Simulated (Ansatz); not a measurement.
Born–Oppenheimer molecular dynamics of CH₄BFO (8 atoms, charge 0, multiplicity 1). It starts from a relaxed structure.

Method: RHF/def2-SVP in Ansatz.

```json
{"ensemble": "NVT, Langevin thermostat", "time step": "0.5 fs", "steps asked": "500", "set temperature": "300 K", "friction": "0.02 /fs", "temperature schedule": "125 steps to 300 K, then 375 steps to 900 K", "seed": "281975"}
```

First frame:

```xyz
8
Properties=species:S:1:pos:R:3
B 0.011 -0.203 -0.112
F -0.027 -0.498 1.188
C 1.397 0.023 -0.815
H 2.009 -0.879 -0.728
H 1.293 0.276 -1.869
H 1.947 0.823 -0.311
O -1.158 -0.114 -0.765
H -1.919 -0.275 -0.226
```

(1) How far do the bonds stretch over the last three quarters of this one trajectory? (Pairs bonded in most of those frames.)

## Answers

(1) 
```
 bond  mean (Å)  spread (Å)  shortest  longest
B1–F2     1.338       0.032      1.26     1.40
B1–C3     1.573       0.038      1.51     1.66
B1–O7     1.348       0.031      1.28     1.41
C3–H4     1.098       0.038      1.02     1.18
C3–H5     1.097       0.028      1.03     1.18
C3–H6     1.099       0.036      1.01     1.20
O7–H8     0.950       0.028      0.89     1.02
```

Mean temperature of the second half: 668 K. The schedule's set-point averaged 700 K over the second half and the system 668 K. A run of 0.25 ps of so small a system gives no equilibrium averages.

Run time: 6.2 min on 1 thread of Arm Neoverse V2 (shared host), peak memory 0.13 GiB.
